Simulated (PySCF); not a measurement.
SMILES O[Si](O)(O)O, singlet (PBE0/def2-SVP optimised geometry):

```
9

O     -0.815     1.123     0.000
Si    -0.355    -0.460     0.000
O      1.293    -0.460     0.000
O     -1.083    -1.151     1.307
O     -0.815    -1.351    -1.307
H     -0.230     1.719    -0.476
H      1.702    -1.264    -0.332
H     -1.190    -0.573     2.069
H     -1.702    -1.719    -1.260
```

Method: PBE0/def2-TZVP (PySCF).

What are the frontier orbital energies and the dipole moment?

HOMO-2 -9.89 eV, HOMO-1 -9.14 eV, HOMO -9.14 eV, LUMO 0.40 eV, LUMO+1 1.73 eV; dipole moment 0.00 D.

On the same geometry PBE/def2-TZVP in PySCF gives HOMO-2 -8.10 eV, HOMO-1 -7.36 eV, HOMO -7.36 eV, LUMO -0.50 eV, LUMO+1 0.81 eV; dipole moment 0.00 D.

Meta-Löwdin charges at PBE0/def2-TZVP: O1 -0.77, Si2 1.61, O3 -0.77, O4 -0.77, O5 -0.77, H6 0.36, H7 0.36, H8 0.36, H9 0.36.
